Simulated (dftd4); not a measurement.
Cl$_{2}$In, doublet, geometry from GFN2-xTB (such geometries of metal compounds can be far from the true shape) (the spin is typed, not shown lowest); D4 for revpbe (dftd4).

The dftd4 input:
```
$ dftd4 mol.xyz --func revpbe --charge 0 --json dftd4.json --noedisp --property

# file mol.xyz
3

In     0.34757531    -0.02025724     0.39100460
Cl     1.00831653     0.38636565    -1.88660393
Cl    -2.01015125    -0.32797714     0.75959066
```

It wrote (shortened):

```
                    ____  _____ _____     ____  _  _
      -------------|  _ \|  ___|_   _|---|  _ \| || |------------
     |             | | | | |_    | | ___ | | | | || |_           |
     |             | |_| |  _|   | ||___|| |_| |__   _|          |
     |             |____/|_|     |_|     |____/   |_|            |
     |             ===================================           |
     |            E. Caldeweyher, S. Ehlert & S. Grimme          |
     |          Mulliken Center for Theoretical Chemistry        |
     |                    University of Bonn                     |
      -----------------------------------------------------------

Rational (Becke-Johnson) damping: revpbe-D4-ATM
---------------------
  s6         1.0000
  s8         1.7468
  s9         1.0000
  a1         0.5363
  a2         3.0726
 alp        16.0000
--------------------

Atomic data, radii in Ångström:
------------------------------------------------------
   Z          R(cov)      r4/r2   hardness         EN
------------------------------------------------------
  49 In       1.7067     3.7153     0.2878     1.7800
  17 Cl       1.3200     1.9735     0.4312     3.1600
------------------------------------------------------

Atomic reference systems (in atomic units):
----------------------------------------------------------------------------
   Z        #      CN     q+Z       C6(AA)   #      CN     q+Z       C6(AA)
----------------------------------------------------------------------------
  49 In     1  0.0000 21.0000     775.8850   2  0.8872 21.0639     675.5841
            3  1.7850 21.1081     409.7734   4  2.7042 21.1417     286.6101
  17 Cl     1  0.0000 17.0000      92.6806   2  0.8444 16.8495     101.8771
----------------------------------------------------------------------------

Atomic properties (in atomic units):
----------------------------------------------------------------------------
     #    Z              CN          q      C6(AA)        C8(AA)   alpha(0)
----------------------------------------------------------------------------
     1   49 In       1.5596     0.4268    406.6635    60135.6429    44.9143
     2   17 Cl       0.7798    -0.2134    103.7371     4328.2815    15.5680
     3   17 Cl       0.7798    -0.2134    103.7371     4328.2815    15.5680
----------------------------------------------------------------------------

Molecular properties (in atomic units):
----------------------------------------
 molecular C6                1608.8887
 molecular C8              139288.3520
----------------------------------------

Dispersion energy:      -6.2793778464007E-03 Eh

[Info] JSON dump of results written to 'dftd4.json'
```
